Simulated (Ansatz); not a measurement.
A nudged elastic band was laid between two geometries of C₃H₉AsO (14 atoms, charge 0, multiplicity 1).

Level of theory: RKS PBE0-D4/def2-SVP (Ansatz).

```json
{"movable images": "5", "climbing image": "yes", "spring": "5.0 eV/Å²", "optimiser": "quadratic models (default)", "start path": "IDPP", "force threshold": "0.03 eV/Å", "iteration limit": "60", "end points": "relaxed"}
```

First end point:

```xyz
14
Properties=species:S:1:pos:R:3
C -0.975 1.082 0.357
C -0.267 -0.209 -0.032
C 1.101 -0.317 0.623
O -1.063 -1.331 0.294
As -0.197 -0.315 -2.036
H -1.094 1.127 1.455
H -0.406 1.973 0.050
H -1.977 1.130 -0.095
H 0.992 -0.287 1.723
H 1.764 0.511 0.332
H 1.585 -1.267 0.355
H -1.188 -1.335 1.252
H 0.938 0.699 -2.183
H 0.776 -1.489 -2.065
```

Last end point:

```xyz
14
Properties=species:S:1:pos:R:3
C -0.737 1.207 0.352
C -0.080 -0.111 -0.041
C 1.196 -0.354 0.755
O -0.980 -1.182 0.125
As 0.394 -0.028 -1.989
H -0.989 1.192 1.428
H -0.075 2.069 0.178
H -1.671 1.360 -0.210
H 0.963 -0.386 1.835
H 1.940 0.443 0.601
H 1.650 -1.318 0.481
H -1.209 -1.224 1.063
H -1.051 -0.168 -2.451
H 0.638 -1.528 -2.098
```

What changes between the two ends?

No bond is made or broken. The height of As5 over the plane of its neighbours goes from 0.89 to -0.90 Å.

What energy profile does the band end with?

It converged. The highest image is number 3 of 0 to 6, 41.7 kcal/mol above the ends, which have the same energy within 2 meV. Neighbouring images differ by up to 1.5 eV, so the band resolves the path poorly. A vibrational analysis at the climbing image gives one clearly imaginary mode, 949i cm⁻¹: a first-order saddle point.

```json
{"image": "0", "path coordinate (Å)": "0.00", "energy (kcal/mol)": "0.0", "height of As5 over the plane of its neighbours (Å)": "0.89"}
{"image": "1", "path coordinate (Å)": "0.70", "energy (kcal/mol)": "0.6", "height of As5 over the plane of its neighbours (Å)": "0.87"}
{"image": "2", "path coordinate (Å)": "1.40", "energy (kcal/mol)": "6.0", "height of As5 over the plane of its neighbours (Å)": "0.72"}
{"image": "3", "path coordinate (Å)": "2.10", "energy (kcal/mol)": "41.7", "height of As5 over the plane of its neighbours (Å)": "0.01"}
{"image": "4", "path coordinate (Å)": "2.73", "energy (kcal/mol)": "9.4", "height of As5 over the plane of its neighbours (Å)": "-0.64"}
{"image": "5", "path coordinate (Å)": "3.36", "energy (kcal/mol)": "0.8", "height of As5 over the plane of its neighbours (Å)": "-0.87"}
{"image": "6", "path coordinate (Å)": "3.99", "energy (kcal/mol)": "0.0", "height of As5 over the plane of its neighbours (Å)": "-0.90"}
```

What is the geometry of the highest image?


```xyz
14
Properties=species:S:1:pos:R:3
C -0.753 1.182 0.310
C -0.205 -0.215 0.034
C 1.042 -0.508 0.859
O -1.187 -1.193 0.282
As 0.215 -0.269 -1.885
H -1.015 1.254 1.379
H -0.018 1.968 0.086
H -1.668 1.356 -0.273
H 0.780 -0.500 1.934
H 1.827 0.240 0.688
H 1.446 -1.502 0.617
H -1.241 -1.299 1.241
H -0.110 0.893 -2.737
H 0.874 -1.436 -2.508
```

The run took 3.5 min on 2 threads of Arm Neoverse V1, with other jobs on the host, peak memory 0.4 GiB.
